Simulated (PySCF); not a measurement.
**Electronic absorption of C2H5ClOSi**

Species: C2H5ClOSi.
SMILES: `C=CO[SiH2]Cl`

Theory: TDDFT PBE0/def2-SVPD, vertical, gas phase, core orbitals frozen in the response (PySCF 2.14.0, density-fitted response routines). One conformer (not necessarily the lowest) at the PBE0-D3(BJ)/def2-SVP geometry, without solvent, vibrations or thermal averaging. Torsions of this conformer, `[CH2:1]=[CH:2][O:3][SiH2:4][Cl:5]`: C1–C2–O3–Si4 19°, C2–O3–Si4–Cl5 -72°.

```tsv
state	E (eV)	E (kJ/mol)	λ (nm)	f	|μ| (D)	main configurations (H = HOMO, L = LUMO)
S1	6.28	606	197.4	0.034	1.20	H→L (77%), H→L+1 (15%)
S2	6.48	625	191.3	0.025	1.01	H→L+1 (77%), H→L+2 (12%), H→L (8%)
S3	6.90	665	179.8	0.064	1.56	H→L+2 (53%), H→L+3 (32%)
S4	7.20	695	172.2	0.121	2.11	H→L+3 (56%), H→L+2 (21%)
S5	7.34	708	168.8	0.0088	0.56	H→L+4 (90%)
S6	7.67	740	161.7	0.012	0.63	H-1→L (90%)
S7	7.76	749	159.7	0.028	0.97	H→L+5 (92%)
S8	7.91	763	156.7	0.012	0.63	H-2→L (70%), H-1→L+2 (10%)
S9	7.97	769	155.5	0.025	0.92	H→L+6 (47%), H-1→L+1 (25%), H→L+7 (16%)
S10	8.01	773	154.8	0.0080	0.51	H-1→L+1 (56%), H→L+6 (23%), H-2→L (11%)
```

Triplets, Tamm–Dancoff:

```
state  E (eV)  λ (nm)  main configurations (H = HOMO, L = LUMO)
   T1    4.28   289.4        H→L (53%), H→L+2 (30%), H→L+3 (9%)
   T2    6.24   198.7        H→L+1 (63%), H→L (22%), H→L+2 (8%)
   T3    6.35   195.1       H→L+2 (43%), H→L+1 (29%), H→L (21%)
   T4    6.86   180.9                  H→L+3 (74%), H→L+2 (14%)
```

The lowest singlet comes at 197 nm (606 kJ/mol) in the vacuum ultraviolet; it is of moderate strength; its leading configuration is HOMO→LUMO (77%). The strongest level in the table is S4 at 7.20 eV (172 nm, f = 0.121). Löwdin shares by element: HOMO carbon 66%, oxygen 21%; LUMO carbon 30%, silicon 22%, chlorine 17% (atoms not listed hold the other 31%). Of the 10 states listed, 8 reach f = 0.01 and none stays under 0.0005. The oscillator strengths of these states sum to 0.338; summed over the whole spectrum of an exact calculation they would give the number of electrons, 56 (Thomas–Reiche–Kuhn). Weighted by f, the mean energy of these states is 7.16 eV. All these states lie below the vertical ionisation energy of 9.48 eV (ΔSCF). Only the lowest 10 singlets were computed, as vertical energies without vibronic structure.
